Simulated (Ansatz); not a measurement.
Reaction (redistribution): `C=C[SiH](O)Cl` + `O[SiH2]S[Si](F)(Cl)Cl` → `C=C[SiH](O)S[SiH2]O` + `F[Si](Cl)(Cl)Cl`

Computed with Ansatz on PBE0-D4/def2-TZVP structures; ΔE is electronic, products minus reactants. CCSD(T)/CBS is the MP2 limit (def2-TZVPP, def2-QZVPP) plus CCSD(T) − MP2 in def2-TZVPP, frozen cores. DFT in def2-TZVPP. B3LYP here is the variant with VWN-RPA as its local correlation; programs differ in this. Each species was taken in one conformer, which may not be the lowest.

Question: Is it downhill or uphill in electronic energy at CCSD(T)/CBS, and by how much? (An estimate is asked.)

Answer: Ansatz gave: Uphill: ΔE = +1.5 kcal/mol.

Question: What do these levels give: B3LYP-D4, PBE, HF/def2-TZVPP, SCS-MP2/def2-TZVPP, MP2/CBS(def2), CCSD/CBS(def2)? (Estimate.)

Answer: The calculation gave: B3LYP-D4 2.0, PBE 1.6, HF/def2-TZVPP 3.4, SCS-MP2/def2-TZVPP 1.6, MP2/CBS(def2) 1.5, CCSD/CBS(def2) 1.8 kcal/mol.

Largest T1 diagnostic among the species: 0.012.

In def2-TZVPP, CCSD(T) changes the Hartree–Fock value by −2.1 kcal/mol (the triples alone add −0.3 kcal/mol) and MP2 by −2.1 kcal/mol.
